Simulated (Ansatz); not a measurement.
`O[SiH](Cl)[SiH2][SiH3]` → `O[SiH]([SiH3])Cl` + `[SiH2]` at 600 K and 1 bar (silylene loss).

Isolated molecules relaxed with PBE0-D4/def2-TZVP in Ansatz; ΔE leaves out vibrations. CCSD(T)/CBS adds triple-zeta CCSD(T) − MP2 to the extrapolated MP2 energy (def2 sets, frozen cores). This one scheme is used for every species. Each species was taken in one conformer, which may not be the lowest.

```csv
species,CCSD(T)/CBS energy (Eh),H − E (kJ/mol),S (J/(mol·K))
`O[SiH](Cl)[SiH2][SiH3]`,-1406.49288,258.1,537.7
`O[SiH]([SiH3])Cl`,-1116.20942,191.6,443.1
`[SiH2]`,-290.19011,52.1,233.9
```

H − E and S are ideal-gas, rigid-rotor, harmonic terms from PBE0-D4/def2-TZVP, for one conformer and one mirror image of each species. 1 Eh = 2625.50 kJ/mol, R = 8.31446 J/(mol·K).

By hand: ΔE, ΔH, ΔS and ΔG.

ΔE = (-1116.20942) + (-290.19011) − (-1406.49288) = 0.09335 Eh = 245.1 kJ/mol. Δ(H − E) = 191.6 + 52.1 − 258.1 = -14.4, so ΔH = 230.7 kJ/mol. ΔS = 443.1 + 233.9 − 537.7 = 139.3 J/(mol·K). ΔG = 230.7 − 600 × (139.3)/1000 = 147.1 kJ/mol.

By hand: the equilibrium constant, and the temperature at which ΔG would vanish if ΔH and ΔS stayed fixed.

log₁₀ K = −ΔG/(RT ln 10) = -12.8. ΔG = 0 at ΔH/ΔS = 1656 K.

The number of gas molecules changes by +1, which sets the sign of ΔS. A doubt of 5 kJ/mol in ΔE shifts log₁₀ K by 0.4 here. Other conformers and mirror images would add mixing entropy, several J/(mol·K) or more a flexible species. Modes under 60 cm⁻¹, often nearly free rotors, make the harmonic entropy too high. These are equilibria of isolated gas molecules and say nothing of rates. Largest T1 diagnostic: 0.014 (customary marks: 0.02 for closed shells, 0.045 for open ones).
